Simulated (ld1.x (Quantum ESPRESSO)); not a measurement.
Building the PAW potential for Ca (Z = 20) (PBE, scalar-relativistic).

ld1.x (Quantum ESPRESSO) 7.5 input, shortened:

```
&input
   title='Ca', zed=20., rel=1, dft='PBE', iswitch=3,
   config='[Ar] 3d0 4s2 4p0 4f-2'
 /
 &inputp
   pseudotype=3, lpaw=.true., tm=.true., lloc=-1, rcloc=2.20,
   nlcc=.true., new_core_ps=.true., rcore=1.30,
   which_augfun='PSQ', rmatch_augfun_nc=.true.
 /
8
3S  1  0   2.00   0.00  1.60  1.85  0.0
4S  2  0   2.00   0.00  1.60  1.85  0.0
3P  2  1   6.00   0.00  1.75  2.15  0.0
4P  3  1   0.00   0.00  1.75  2.15  0.0
3D  3  2   0.00   0.00  2.40  3.05  0.0
3D  3  2   0.00   0.30  2.40  3.05  0.0
4F  4  3  -2.00   0.30  2.30  3.10  0.0
4F  4  3  -2.00   1.15  2.30  3.10  0.0
 &test
   configts(1)='3s2 3p6 3d0 4s2 4p0'
 /
```

All-electron outer shells of the reference configuration (PBE, scalar-relativistic, ld1.x):

```
shell  level (eV)  outermost node (bohr)  outermost maximum (bohr)
   2s     -414.37                   0.10                      0.30
   2p     -334.74                      –                      0.25
   3s      -47.09                   0.45                      0.99
   3p      -28.01                   0.42                      1.04
   4s       -3.77                   1.43                      3.42
   3d       -1.95                      –                      1.27
   4p       -1.40                   1.63                      4.39
```

Task: Estimate the cutoffs (Ry, on a coarse ladder) from which the occupation-weighted sum of valence levels, in a spherical-Bessel basis at the reference potential, stays within 10 and 1 mRy of its value at 400 Ry.

Result: 21 Ry and 30 Ry.

Task: What does a ghost test show?

Result: No extra level below or beside the all-electron valence levels (s, p, d, f tested).

Task: Is the overlap operator S = 1 + Σ q|β⟩⟨β| positive definite (Bessel basis up to 400 Ry)?

Result: Yes: its lowest eigenvalue is 0.13 (p channel).

Its largest configuration-test error is -0.1 meV (3s2 3p6 3d0 4s1 4p0). Test run stopped at test 2 of 7 (negative rho).
